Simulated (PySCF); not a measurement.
Some computed properties have been withheld. Give your best values.

Compound: C6H11N.
InChI=1S/C6H11N/c1-5(2)6(3)4-7/h5-6H,1-3H3/t6-/m0/s1

Conformer (atom-mapped SMILES and torsion angles): `[CH3:1][CH:2]([CH3:3])[C@@H:4]([CH3:5])[C:6]#[N:7]`: C1–C2–C4–C5 173°.

```csv
property,level,value
point group of the GFN2-xTB geometry,GFN2-xTB,C1
"rotational constants A, B, C of the GFN2-xTB geometry",GFN2-xTB,"3.036, 2.269, 1.794 GHz"
dipole moment,B3LYP/def2-SVPD,4.04 D
HOMO energy,B3LYP/def2-SVPD,-8.90 eV
LUMO energy,B3LYP/def2-SVPD,?
lowest singlet excitation,TDDFT B3LYP/def2-SVPD,?
strongest line among the 8 lowest singlet transitions,TDDFT B3LYP/def2-SVPD,?
lowest triplet excitation (Tamm–Dancoff),TDA B3LYP/def2-SVPD,?
static isotropic polarisability,B3LYP/def2-SVPD,75.1 au
electronic spatial extent ⟨r²⟩ about the centre of nuclear charge,B3LYP/def2-SVPD,?
```

The electronic properties come from PySCF, for the isolated species, density fitting.

**Question.** The lowest triplet excitation (Tamm–Dancoff)?

**Answer.** 6.53 eV.

**Question.** The strongest line among the 8 lowest singlet transitions?

**Answer.** S7 at 8.77 eV (141 nm, f = 0.026).

**Question.** Give the electronic spatial extent ⟨r²⟩ about the centre of nuclear charge.

**Answer.** 822 bohr².

**Question.** Give the LUMO energy.

**Answer.** 0.04 eV.

**Question.** What is the lowest singlet excitation?

**Answer.** 7.74 eV (160 nm, f = 0.002).

With B = h/(8π²I), that is 505.379 GHz u Å² over I, the principal moments of inertia are 166.5, 222.7 and 281.7 u Å² (most abundant isotopes); the inertial defect Ic − Ia − Ib is -107.5 u Å² (zero for a rigid planar frame, negative otherwise). The rotational constants make it an asymmetric top with κ = (2B − A − C)/(A − C) = -0.23, nearer the prolate limit (−1). The 8 singlets span 7.74 to 8.96 eV, and their oscillator strengths add up to 0.10. No computed singlet falls in the visible range (750 to 380 nm, 1.65 to 3.26 eV); S1 lies 4.48 eV above its blue end.

One conformer stands for the species.
